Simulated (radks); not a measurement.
Task: These are the eigenvalues of the occupied orbitals of an atom or ion with whole-number occupations (hartree). Calculated with a radial shooting solver on a logarithmic mesh with Libxc functionals: Dirac Kohn-Sham, PBE, spin-unpolarised, spherical densities, finite nucleus; Fermi nuclear charge, rms radius of each element as measured or else 0.836 A^(1/3) + 0.57 fm.

1s1/2: -257.4606
2s1/2: -30.42093
2p1/2: -26.27238
2p3/2: -25.81367
3s1/2: -3.76611
3p1/2: -2.55633
3p3/2: -2.49979
3d3/2: -0.58864
3d5/2: -0.58297
4s1/2: -0.45287

Which element is it, and in what charge state? The configuration may be excited. Open shells, if any, fill j = l - 1/2 first.

Result: Z = 26, iron, charge +1: Fe+ in [Ar] 3d6 4s1. The list shows which subshells hold electrons but not how many an open one holds; the 1s level, -257.46 hartree, gives Z - s = 22.7 by -(Z - s)^2/2, which with screening and relativity narrows Z to a few neighbours, and the depths of the outer levels then fix element, charge and occupations together.
